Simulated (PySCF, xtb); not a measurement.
Sn(Cl)(Me) (CH3ClSn), SMILES [Cl][Sn][CH3] (connectivity only; charge and spin as stated), neutral, multiplicity 1.

Harmonic wavenumbers (cm⁻¹) from GFN2-xTB (xtb 6.7.1) at its own minimum, in rising order: 41, 132, 316, 452, 531, 603, 1244, 1450, 1452, 2943, 2953, 2959.

What does PySCF with B3LYP-D3(BJ)/def2-SVP give at its own minimum? (The exact figures need the calculation; the answer reports its results.)

38, 142, 339, 468, 563, 682, 1176, 1416, 1417, 3017, 3115, 3131. Paired by order, the mean absolute difference is 59 cm⁻¹ and the zero-point energies are 21.6 and 22.2 kcal/mol.
